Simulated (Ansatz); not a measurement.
Input for Ansatz (a quantum-chemistry and plane-wave program): U-wB97X-V/def2-TZVPPD on O (SMILES [O]). The basis file is the Basis Set Exchange's JSON of that set.

Ansatz 0.2 input:
```yaml
crystal:
  periodic: [false, false, false]
  atoms:
    - {symbol: O, position_ang: [0.00000000, 0.00000000, 0.00000000]}
basis:
  gaussian:
    orbitals: def2-TZVPPD.json
hamiltonian:
  xc: {name: wB97X-V}
magnetization: {spin_polarized: true, initial_magnetization: 2}
```

Output:

```
WARN ansatz: RAYON_NUM_THREADS=4 ignored (pool sized by the plan → 4); use --threads N
Functional definition: wB97X-V
integrals: 0.01 GiB planned
184 factors; their error is unknown
integrals: 0.04 GiB planned
52 factors; integrals over basis functions are off by at most 1.0e-4 eV
mean field: 0.12 GiB planned
mean field evaluation 1: about -2042.6357 eV, gradient 6.2e0 eV
mean field evaluation 2: about -2042.7222 eV, gradient 1.6e0 eV
mean field evaluation 4: about -2042.7315 eV, gradient 6.9e-2 eV
mean field evaluation 8: about -2042.7373 eV, gradient 5.5e-4 eV
mean field -2042.73725356 eV, -75.0692094514 hartree, gradient 8.0e-6 eV, S^2 2.004038; 0 other end points of the search recorded, 0 dependent functions left out
reference -2042.73725253 eV, -75.0692094133 hartree; 5, 3 occupied and 35, 37 virtual orbitals, 184 factors
Total energy: -2042.73725253 eV, -75.0692094133 hartree
```

Self-consistency was reached.

Cost: about 0.9 core-seconds (a rough figure).
